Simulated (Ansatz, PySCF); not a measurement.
Breaking the Ge1–H2 bond in ClGeH (SMILES [Cl][GeH]) (multiplicity 1 held, fragments rigid). Energies count from the point at 1.606 Å.
Geometry at that point (charge 0, multiplicity 1):
```xyz
3

Ge     0.529    -0.162     0.505
H      1.620    -0.383    -0.652
Cl    -1.090     0.328    -0.912
```

R- and RO- levels are restricted; in cc, def2 and unpolarised 6-31G sets they are followed outwards from rest. Unrestricted levels (U-) break spin symmetry where that is lower. Curves can end on different states.

Rows in 3-21G carry no dispersion term and start afresh at each structure; the Pople sets are all-electron and without relativity.

Programs: Ansatz (Gaussian basis) for Hartree–Fock, density functionals and correlated methods; PySCF for 3-21G rows. Each number belongs to the level named beside it.

### Question
One of these levels gives 3.947 eV for the energy at R = 5.138 Å. Name it.
A. R-HF/3-21G
B. U-PBE/def2-TZVPP
C. R-PBE/def2-TZVPP
D. R-B3LYP/def2-TZVPP

### Answer
C, R-PBE/def2-TZVPP. The others give 6.586 (R-HF/3-21G), 2.941 (U-PBE/def2-TZVPP), 4.365 (R-B3LYP/def2-TZVPP)

Doubts at one or more of the structures used: a restricted determinant that unrestricted orbitals would lower (R-HF/3-21G, R-PBE/def2-TZVPP, R-B3LYP/def2-TZVPP); a spin-contaminated determinant (U-PBE/def2-TZVPP).

Ansatz is a first-principles code.
